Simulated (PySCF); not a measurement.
C4H6Ge.

```xyz
11

C     -1.0587    -2.7017     0.0000
C     -0.2646    -1.7810     0.0000
C      0.5984    -0.6473     0.0000
C      1.9422    -0.7497     0.0000
Ge    -0.2831     1.1153     0.0000
H     -1.7473    -3.5251     0.0000
H      2.4410    -1.7244     0.0000
H      2.5808     0.1379     0.0000
H     -1.1667     1.2520    -1.2550
H     -1.1667     1.2520     1.2550
H      0.8154     2.1974     0.0000
```

Coordinates come from a B3LYP-D3(BJ)/def2-SVP optimisation. The structure was generated by enumeration, and PubChem lists no compound with its InChIKey, so it may never have been made.

These are B3LYP/pcSseg-1 (PySCF) values and carry that method's errors. Non-relativistic, no solvent.

Computed absolute GIAO shielding of each atom: isotropic value and principal components (ppm):
```
atom  σ(iso)     σ11     σ22     σ33   span
----  ------  ------  ------  ------  -----
C1      87.9    38.7    41.1   183.9  145.2
C2      93.8   -13.6    -7.0   302.0  315.7
C3      43.2   -66.6    37.7   158.3  224.9
C4      30.9  -100.4    49.8   143.3  243.7
Ge5   1494.5  1388.4  1472.2  1623.0  234.5
H6      28.0    24.5    24.7    34.7   10.2
H7      25.0    20.8    24.2    29.8    9.0
H8      25.3    21.3    24.0    30.6    9.2
H9      27.0    21.2    22.7    37.1   15.9
H10     27.0    21.2    22.7    37.1   15.9
H11     27.2    21.2    23.0    37.6   16.4
```
